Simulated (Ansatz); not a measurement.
Input:

```yaml
crystal:
  periodic: [false, false, false]
  atoms:
    - { symbol: Ge, position_ang: [-0.8405, -0.885, -0.1289] }
    - { symbol: H, position_ang: [1.1328, -0.8484, 0.1603] }
    - { symbol: H, position_ang: [-0.4097, -1.811, -1.2389] }
    - { symbol: H, position_ang: [-0.9196, -1.3422, 1.3023] }
    - { symbol: H, position_ang: [-2.2443, -0.4416, -0.5358] }
    - { symbol: H, position_ang: [0.8075, 1.4146, -0.131] }
    - { symbol: O, position_ang: [-0.4514, 1.2513, -0.0631] }
    - { symbol: H, position_ang: [1.6761, -0.0496, 0.0021] }
    - { symbol: F, position_ang: [1.9715, 1.1153, -0.1521] }
    - { symbol: H, position_ang: [-0.7225, 1.5966, 0.7851] }
basis:
  gaussian: { orbitals: def2-SVP }
hamiltonian:
  xc: r2scan
  dispersion: d4
relax:
  f_tol: 0.15
  max_steps: 25
  restrain:
    - { distance: [0, 6], at: 1.86, k: 30.0 }
    - { distance: [5, 8], at: 0.88, k: 30.0 }
    - { distance: [7, 1], at: 0.62, k: 30.0 }
    - { distance: [0, 1], at: 2.81, k: 30.0 }
    - { distance: [5, 6], at: 2.27, k: 30.0 }
    - { distance: [7, 8], at: 2.18, k: 30.0 }
output:
  orbitals: {}
```

Run as:

```bash
$ ansatz run input.yaml --threads 2 --pin off --max-ram 3072MiB --backend cpu --events-out ev --progress --plain --runs-dir out
```

Hardware: 2 threads of Intel(R) Xeon(R) Platinum 8488C (Sapphire Rapids) (shared host).

Q: Roughly how long does this run take, and how much memory?

A: 33 s, with a peak of 0.17 GiB, for 12 ionic steps.
